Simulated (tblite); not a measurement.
Cl3Y, singlet, at a GFN2-xTB geometry (such geometries of metal compounds can be far from the true shape); IPEA1-xTB in tblite.

Input for tblite:
```
$ tblite run mol.xyz --method ipea1 --charge 0 --spin 0 --json tblite.json --no-restart

# file mol.xyz
4

Y      0.23273299     0.60598762     0.37640734
Cl     1.71306890    -0.82911873    -0.86829729
Cl    -0.87640660    -1.25795858     1.42317771
Cl    -1.37057916     0.69687040    -1.41840315
```

Question: Write the output that tblite gives for this input, abridged.

Answer: 
```
xTB calculator
 | screened Coulomb repulsion
 | Coulomb electrostatics
 |  * isotropic Klopman-Ohno-Mataga-Nishimoto electrostatics
 |  * onsite third-order electrostatics
 | DFT-D3(BJ) dispersion correction

halogen bonding energy    0.0000000000000E+00 Eh
repulsion energy          1.9238922377042E-02 Eh
dispersion energy        -1.9272797090831E-03 Eh
number of electrons       2.4000000000000E+01 e
integral cutoff           4.0000000000000E+01 bohr

------------------------------------------------------------
  cycle        total energy    energy error   density error
------------------------------------------------------------
      1     -13.98114703789  -1.3998459E+01   7.1781810E-01
      2     -14.39542013698  -4.1427310E-01   3.3973726E-01
      3     -14.38354010414   1.1880033E-02   2.2881765E-01
      4     -14.34977774001   3.3762364E-02   1.5990254E-01
      5     -14.41965751317  -6.9879773E-02   1.1450859E-02
      6     -14.41896956387   6.8794930E-04   1.9596622E-02
      7     -14.41961015860  -6.4059474E-04   8.1246491E-03
      8     -14.41964116161  -3.1003002E-05   4.7714593E-03
      9     -14.41967462701  -3.3465405E-05   2.8819564E-03
     10     -14.41969156647  -1.6939459E-05   8.6311179E-04
     11     -14.41969325981  -1.6933412E-06   2.7611152E-05
     12     -14.41969326158  -1.7710100E-09   1.5829905E-07
------------------------------------------------------------

electronic energy        -1.4437004904250E+01 Eh
total energy             -1.4419693261582E+01 Eh

Post processing:
 | Mayer-Wiberg bond orders

[Info] JSON dump of results written to 'tblite.json'
```
